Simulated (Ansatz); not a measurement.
This geometry of ClH3Sn + H3N (9 atoms, charge 0, multiplicity 1) is a first-order saddle point.

Level of theory: RKS B3LYP-D4/def2-SVP (Ansatz).

```xyz
9
Properties=species:S:1:pos:R:3
Sn -0.407 0.037 -0.370
Cl -0.232 0.718 3.004
H 0.852 -0.982 0.149
H -0.116 1.713 -0.375
H -1.051 -0.488 -1.882
N -1.997 -0.258 1.027
H -2.309 -1.228 1.108
H -2.820 0.321 0.845
H -1.321 0.166 2.104
```

(1) Which two structures does it join? (They come from a converged band through this point; their orientation in space is the band's.)

(2) How far does it lie above each of them?

Results:

(1) Bonds broken: Sn1–Cl2, N6–H9. Bonds formed: Sn1–N6, Cl2–H9. ClH3Sn + H3N becomes ClH + H5NSn.

Image 0:

```xyz
9
Properties=species:S:1:pos:R:3
Sn 0.200 0.024 -0.047
Cl 0.454 -0.151 2.336
H 1.867 0.027 -0.524
H -0.473 1.539 -0.471
H -0.528 -1.391 -0.676
N -2.511 -0.002 1.066
H -3.190 -0.717 0.799
H -3.016 0.885 1.112
H -2.202 -0.215 2.016
```

Image 8:

```xyz
9
Properties=species:S:1:pos:R:3
Sn -0.433 0.017 -0.422
Cl -0.327 0.639 3.239
H 0.823 -0.995 0.135
H -0.083 1.687 -0.383
H -0.985 -0.471 -1.979
N -2.001 -0.239 0.961
H -2.351 -1.199 0.998
H -2.803 0.363 0.765
H -1.239 0.200 2.297
```

(2) 87.5 kJ/mol above the first and 2.0 kJ/mol above the second. This is the barrier of this one path; another mechanism may lie lower. The orbitals stay closed-shell, which can raise the energy where a bond breaks towards radicals; this wasn't checked here.

Time of the run: 6.9 min on 2 threads of Arm Neoverse V2, with other jobs on the host, peak memory 0.19 GiB.
